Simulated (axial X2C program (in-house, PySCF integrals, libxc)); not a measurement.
**AsNC⁺: properties at the nuclei**

Computed with an in-house all-electron X2C program for linear molecules (integrals from PySCF): two-component X2C with atomic mean-field Coulomb and Gaunt terms, Gaussian nuclei, basis As dyall-v3z, N dyall-av3z, C dyall-v3z with contracted cores.

As–N–C held linear, with bonds 1.727 and 1.209 Å (near the PBE0 minimum at charge 1 of the determinant lowest at the starting distance; the state shown can have its own minimum elsewhere, held linear; other orders of the atoms were not compared).

Determinant lowest in the PBE0 search, Ω = 1/2 (⟨Sz⟩ = -0.50, ⟨Lz⟩ = 1.00 at PBE0), spin on the atoms As -0.48, N 0.05, C -0.07:

```tsv
level	Eeff magnitude (GV/cm)	Ws magnitude As (kHz)	A∥/gI As (MHz)	qzz As (a.u.)	A∥/gI N (MHz)	qzz N (a.u.)	A∥/gI C (MHz)	qzz C (a.u.)
PBE0	0.094	0.0805	2130	-1.77	43.6	0.00	62.1	-1.08
HF	0.369	0.314	1950	-2.10	31.7	0.02	49.7	-1.23
TPSSh	0.117	0.104	2070	-1.59	45.2	-0.02	60	-1.06
```

Determinant 0.18 eV from it at PBE0 and this distance, Ω = 3/2 (⟨Sz⟩ = 0.50, ⟨Lz⟩ = 1.00 at PBE0), spin on the atoms As 0.49, N -0.06, C 0.07:

```json
{"level": "PBE0", "Eeff magnitude (GV/cm)": "0.399", "Ws magnitude As (kHz)": "0.112", "A∥/gI As (MHz)": "358", "qzz As (a.u.)": "-1.92", "A∥/gI N (MHz)": "7.89", "qzz N (a.u.)": "-0.01", "A∥/gI C (MHz)": "17.3", "qzz C (a.u.)": "-1.08"}
{"level": "HF", "Eeff magnitude (GV/cm)": "0.944", "Ws magnitude As (kHz)": "0.267", "A∥/gI As (MHz)": "443", "qzz As (a.u.)": "-2.26", "A∥/gI N (MHz)": "-2.64", "qzz N (a.u.)": "0.01", "A∥/gI C (MHz)": "16.2", "qzz C (a.u.)": "-1.23"}
{"level": "TPSSh", "Eeff magnitude (GV/cm)": "0.388", "Ws magnitude As (kHz)": "0.11", "A∥/gI As (MHz)": "353", "qzz As (a.u.)": "-1.73", "A∥/gI N (MHz)": "12.1", "qzz N (a.u.)": "-0.02", "A∥/gI C (MHz)": "19", "qzz C (a.u.)": "-1.06"}
```

Eeff is the effective electric field on the electron electric dipole moment in this Ω state and Ws the scalar–pseudoscalar constant of the nucleus named (defined with the proton number Z and per Ω); A∥ (defined per Ω) follows by multiplying with gI = μI/(I μN); qzz is the electric field gradient, eQq0 = 234.96 MHz × Q/barn × qzz. The operators were transformed with the bare-nucleus X2C matrices; with these basis sets, hyperfine constants and field gradients can be off by tens of per cent, and where levels differ in sign neither size nor sign is settled.

**Question.** With gI(75As) = 0.9597, Q(75As) = 0.311 barn, gI(14N) = 0.4038, gI(13C) = 1.4048 (g factors from the IAEA table of nuclear moments by Stone; Q from Pyykkö, Mol. Phys. 2018), turn the PBE0 values of the first state into constants in MHz.

**Answer.** A∥(75As) = 2130 × 0.9597 = 2040 MHz; eQq0(75As) = 234.96 × (0.311) × (-1.77) = -129 MHz; A∥(14N) = 43.6 × 0.4038 = 17.6 MHz; A∥(13C) = 62.1 × 1.4048 = 87.2 MHz.

The molecule was held linear; bending was not examined, so a bent shape may lie lower.

Each state is one determinant with collinear spin. Unrestricted Hartree–Fock can overshoot spin polarisation at the nuclei. Where Eeff spreads by more than a factor of two the levels disagree and none is to be relied on. The search compared states at one distance, so a state with another bond length can lie lower. Where a field gradient or hyperfine factor spreads by more than a factor of two over the levels, a constant derived from it is not to be relied on. PBE0 term energies can be off by some tenths of an eV.
